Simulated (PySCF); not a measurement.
# Worked example: oscillator strength and radiative lifetime

Te(H)(OSiH3) (H4OSiTe), SMILES [SiH3]O[TeH].

Geometry optimised at PBE0-D3(BJ)/def2-SVP. The def2 effective core potentials stand for the cores of Te; spin–orbit coupling is left out.

TDA-ωB97X/def2-SVPD (PySCF) puts the first singlet state with f over 0.02 at 6.43 eV (vertical), with the transition dipole (0.107, 0.685, -0.922) in atomic units.

Find the oscillator strength, the wavelength and the radiative lifetime that this transition would have in vacuum if emission retraced absorption.


|μ|² = 1.3308 au, so |μ| = 2.93 D. ΔE = 6.43/27.211 = 0.2363 hartree. f = (2/3) ΔE |μ|² = 0.210 (the program prints 0.210).
λ = 1239.84/6.43 = 193 nm; ν = 51861 cm⁻¹.
Einstein's coefficient A = 0.6670 ν² f s⁻¹ (ν in cm⁻¹) = 3.8e8 s⁻¹, so τ = 1/A = 2.7 ns. This state is S4; the lower singlets have f = 0.001, 0.006, 0.010. The figure is the radiative limit of this one transition; relaxation, internal conversion, crossing to triplets and a medium change what is measured.
